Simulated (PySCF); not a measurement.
Start geometry of `[C@H]1(OC)S[C@@](CS1)(C)F` from GFN2-xTB (Å):
```
atom  x, y, z in Å
C1     2.7762   -0.4689   -1.1294
O2     1.7760   -0.8870   -0.2134
C3     1.2618    0.1025    0.5907
S4     0.3375   -0.6615    1.9032
C5    -1.0328   -1.0355    0.7326
C6    -1.4087    0.2580   -0.0008
C7    -2.4165    1.1000    0.7330
F8    -1.8966   -0.1016   -1.2319
S9     0.1273    1.2539   -0.2619
H10    3.6099   -0.0048   -0.6034
H11    3.0586   -1.3300   -1.6760
H12    2.3370    0.2965   -1.8142
H13    2.0329    0.7451    1.0341
H14   -1.8927   -1.4214    1.3087
H15   -0.6736   -1.7859    0.0335
H16   -3.3597    0.5645    0.8396
H17   -2.6112    2.0270    0.1720
H18   -2.0528    1.3612    1.7238
```

Problem. What comes out of this run: PBE0-D3(BJ)/def2-SVP geometry optimisation, gas phase in PySCF 2.14.0?

Solution. 
```
atom  x, y, z in Å
C1     2.6973   -0.4038   -1.2414
O2     1.8495   -0.8955   -0.2386
C3     1.2951    0.0800    0.5630
S4     0.3666   -0.7048    1.9011
C5    -1.0064   -1.0485    0.7855
C6    -1.4136    0.2318    0.0552
C7    -2.3753    1.1021    0.8295
F8    -2.0166   -0.1384   -1.1237
S9     0.1211    1.1932   -0.3179
H10    3.5385    0.1734   -0.8116
H11    3.0975   -1.2707   -1.7821
H12    2.1464    0.2440   -1.9469
H13    2.0652    0.7398    1.0074
H14   -1.8485   -1.4514    1.3671
H15   -0.6968   -1.7895    0.0345
H16   -3.3332    0.5741    0.9552
H17   -2.5591    2.0442    0.2944
H18   -1.9489    1.3332    1.8153
```

The energy falls by 11.4 kJ/mol over 7 energy and gradient evaluations, the largest force component goes from 0.0349 to 3.9e-04 Eh/bohr, and the atoms move by 0.077 Å rms after alignment. Among the bonds, S4–C5 and C1–H11 change most and about equally (-0.038 to +0.039 Å). Bonds longer at the end by more than 0.005 Å: 9 of 18; shorter: 3. Among the angles that change most is H10–C1–H11, from 113.1° to 109.0°. Rotational constants go from 1745, 996.8, 820.2 to 1740, 994.9, 808.7 MHz. The orientation of the end geometry is arbitrary; only internal coordinates are fixed.

The run used 179 basis functions and 48 SCF cycles in all.

Stationary, but not proved a minimum. The numbers are those of one conformer.
